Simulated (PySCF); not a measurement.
A structure optimised at PBE0-D3(BJ)/def2-TZVP, used in a PySCF frequency run:

```xyz
5

Mg     0.0000     0.0000    -1.5768
I      0.0000     0.0000     0.9656
N      0.0000     0.0000    -3.4514
H      0.0000    -0.8131    -4.0482
H      0.0000     0.8131    -4.0482
```
Charge 0, spin multiplicity 1.

Problem. Write its SMILES, formula and point group.

Solution. [NH2][Mg][I], H₂IMgN, C2v

Problem. What are its rotational constants (standard atomic weights)?

Solution. 379.13, 1.3511, 1.3463 GHz
